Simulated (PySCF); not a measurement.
**Computed properties of Mg(SMe)(SeH) (CH4MgSSe), SMILES [SeH][Mg][S]C**

Mg(SMe)(SeH) (CH₄MgSSe), SMILES [Mg]([SeH])[S]C. Geometry optimised at B3LYP-D3(BJ)/def2-SVP. The structure was generated by enumeration; whether it is a known compound was not checked. The values are those of a single conformer. All values are computed for the isolated molecule unless a solvent is named; none is compared with measurement here.

**Structure.** All 18 harmonic modes at B3LYP-D3(BJ)/def2-SVP (PySCF) are real, so it is a minimum. With heavy atoms numbered as in [Mg:1]([S:2][CH3:3])[SeH:7], the shortest bond between them is S2–C3 at 1.851 Å and the longest Mg1–Se7 at 2.433 Å.

**Vibrations.** The strongest infrared lines (harmonic, unscaled, degenerate partners summed) lie at 516 cm⁻¹ (83 km/mol, Mg 75 %, S 19 %), 3041 cm⁻¹ (32 km/mol, H 98 %), 1335 cm⁻¹ (26 km/mol, H 87 %, C 12 %). The softest mode is at 56 cm⁻¹ and the zero-point energy is 29.0 kcal/mol.

**Electronic structure.** CAM-B3LYP/def2-TZVP (PySCF) places the frontier levels at -7.96 and -0.67 eV, a gap of 7.29 eV, and gives a dipole moment of 1.42 D and a mean polarisability of 88.0 bohr³. PBE/def2-TZVP (PySCF) at the same geometry gives -5.49 and -2.12 eV, so its gap is 3.92 eV narrower. An orbital gap is neither the optical nor the fundamental gap.

**Excitations.** TDDFT-B3LYP/def2-SVPD (PySCF) has S1 at 3.81 eV (325 nm, f = 0.020, weak); the most intense of the 10 singlets computed lies at 5.26 eV (f = 0.37). T1 (TDA) is at 3.58 eV. TDDFT-PBE/def2-SVPD (PySCF) puts S1 at 3.47 eV. No vertical singlet excitation falls in the visible range (under 3.1 eV).

**NMR.** GIAO shifts at HF/pcSseg-1 (PySCF) (non-relativistic, atoms alike by connectivity averaged): ¹³C at 11.0 ppm against TMS; ¹H from -0.5 to 2.3 ppm against TMS.
